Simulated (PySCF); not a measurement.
Calculated NMR data

- coordinates at the GFN2-xTB level
- GIAO PBE0/pcSseg-1 shieldings
- code: PySCF 2.14
- non-relativistic Hamiltonian, averaged over atoms made equivalent by symmetry, fast rotation or ring inversion, one conformer, isolated molecule

Referencing at the same level of theory: ¹H (σref 31.72) and ¹³C (σref 186.93) vs TMS. Where no couplings were computed, multiplicities follow the n + 1 count of equivalent neighbours, and m marks all less simple cases (inequivalent or close neighbours, rings, F or P nearby). Shifts are as computed. Against solution values, carbons near 30 ppm lie about +3 ppm off and those near 130 ppm about +5 ppm; carbons on Cl a further +6 ppm. Of 1211 compounds with measured shifts, 218 miss one by over three times the rms of a fit or turn the order of signals round; such compounds aren't used in these exercises. Carbons bonded to Cl come out too deshielded.

Compound 1 (C3H11ClSi3). ¹H NMR (600 MHz, computed): δ 6.98 (q, 1H), 4.66 (t, 2H), 4.24 (d, 3H), 4.02 (t, 3H), 0.03 (m, 2H). ¹³C{¹H} NMR (computed): δ 162.6 (C), 140.5 (CH), -13.3 (CH2). Structure: `[SiH3]/C=C(/Cl)[SiH2]C[SiH3]`.

Compound 2 (C2H11NO2Si3). ¹H NMR (600 MHz, computed): δ 5.35 (s, 2H), 4.80 (s, 6H), 2.24 (s, 3H). ¹³C{¹H} NMR (computed): δ 177.0 (C), 24.0 (CH3). Structure: `CC(=O)O[SiH2]N([SiH3])[SiH3]`.
